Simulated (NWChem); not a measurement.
Species: C$_{3}$Cl$_{2}$F$_{2}$; SMILES FC(F)=C=C(Cl)Cl

```xyz
7

F      1.0860     0.0000     2.6362
C      0.0000     0.0000     1.8746
F     -1.0860     0.0000     2.6362
C      0.0000     0.0000     0.5588
C      0.0000     0.0000    -0.7553
Cl     0.0000     1.4591    -1.7095
Cl     0.0000    -1.4591    -1.7095
```
Atoms are numbered in this order, from 1.

Level: PBE-D3(BJ)/def2-SVP (NWChem), optimised geometry, unscaled harmonic frequencies. 

Problem. List the harmonic frequencies with IR intensities, and the thermochemistry.

Solution. 
```json
[
 {"frequency (cm⁻¹)": "75", "IR intensity (km/mol)": "0.0"},
 {"frequency (cm⁻¹)": "94", "IR intensity (km/mol)": "0.0"},
 {"frequency (cm⁻¹)": "118", "IR intensity (km/mol)": "0.0"},
 {"frequency (cm⁻¹)": "243", "IR intensity (km/mol)": "0.3"},
 {"frequency (cm⁻¹)": "408", "IR intensity (km/mol)": "0.0"},
 {"frequency (cm⁻¹)": "430", "IR intensity (km/mol)": "0.1"},
 {"frequency (cm⁻¹)": "439", "IR intensity (km/mol)": "0.7"},
 {"frequency (cm⁻¹)": "586", "IR intensity (km/mol)": "6.2"},
 {"frequency (cm⁻¹)": "587", "IR intensity (km/mol)": "44.2"},
 {"frequency (cm⁻¹)": "595", "IR intensity (km/mol)": "8.4"},
 {"frequency (cm⁻¹)": "820", "IR intensity (km/mol)": "240.5"},
 {"frequency (cm⁻¹)": "877", "IR intensity (km/mol)": "273.0"},
 {"frequency (cm⁻¹)": "1249", "IR intensity (km/mol)": "265.8"},
 {"frequency (cm⁻¹)": "1452", "IR intensity (km/mol)": "100.1"},
 {"frequency (cm⁻¹)": "2043", "IR intensity (km/mol)": "792.0"}
]
```

```json
{
  "zero_point_energy": "14.3 kcal/mol",
  "thermal correction to the enthalpy at 298.15 K (with zero-point energy)": "19.3 kcal/mol",
  "heat capacity Cv": "22.4 cal/(mol K)",
  "entropy at 298.15 K and 1 atm (symmetry number 2)": "85.9 cal/(mol K)",
  "dipole_moment": "0.06 D"
}
```

Rigid rotor and harmonic oscillator; modes under 100 cm⁻¹ make the entropy uncertain.
